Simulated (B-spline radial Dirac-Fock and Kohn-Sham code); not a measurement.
A summary of the ionisation energies of terbium (Z = 65) against charge, from relaxed Dirac-Fock hole states (ΔSCF) with Breit and QED corrections and a finite nucleus and from the NIST table. The largest relative steps of the computed values, from charge +5 on, come at Tb¹⁹⁺ (46 electrons left, 423.5 to 616.6 eV); Tb³⁷⁺ (28 electrons left, 1609.3 to 2764.5 eV); Tb⁵⁵⁺ (10 electrons left, 5216.3 to 11929.3 eV); Tb⁶³⁺ (2 electrons left, 14720.7 to 59737.5 eV). The median of |NIST − computed| / NIST over the 65 ions is 1.30 %.

```
charge  computed (eV)  NIST (eV)
     0           4.86     5.8638
     4          74.44       66.5
     8          134.6        143
    12          234.3        250
    16          350.2        358
    20          655.6        651
    24          818.2        816
    28          991.2        997
    32         1316.7       1301
    36         1609.3     1610.4
    40         3091.9       3078
    44         3550.2       3573
    48         4308.9       4242
    52         4745.4       4877
    56        12228.4      11957
    60        13456.9      14003
    64        61050.0    61050.1
```
